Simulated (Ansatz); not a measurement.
Z-matrix (Å, degrees):
```
Si
S 1 2.145
H 1 1.484 2 110.0
H 1 1.483 2 105.8 3 -119.1
H 1 1.482 2 111.2 3 121.9
Si 2 2.131 1 97.7 3 -39.0
S 6 2.131 2 112.8 1 -52.9
H 6 1.482 2 111.5 1 65.0
H 6 1.482 2 105.1 1 -174.5
Si 7 2.145 6 97.6 2 -52.6
H 10 1.484 7 110.0 6 -38.7
H 10 1.483 7 105.8 6 -157.8
H 10 1.482 7 111.2 6 83.2
```

Total charge 0; spin multiplicity 1.

List the r2SCAN/def2-TZVPP orbital energies in eV (Ansatz). (Best estimate.)

The calculation gave: Occupied: -2409.13, -2409.13, -1792.26, -1791.70, -1791.70, -213.60, -213.60, -157.64, -157.64, -157.59, -157.59, -157.50, -157.50, -142.60, -142.12, -142.12, -97.49, -97.46, -97.41, -97.02, -97.02, -96.95, -96.95, -96.95, -96.95, -19.48, -18.67, -14.19, -13.79, -12.90, -10.11, -10.00, -9.85, -9.48, -8.99, -8.81, -8.59, -8.57, -7.90, -6.93, -6.67. Lowest empty: -0.79, -0.65, -0.59, -0.37, -0.02, 0.25, 0.71, 1.19.
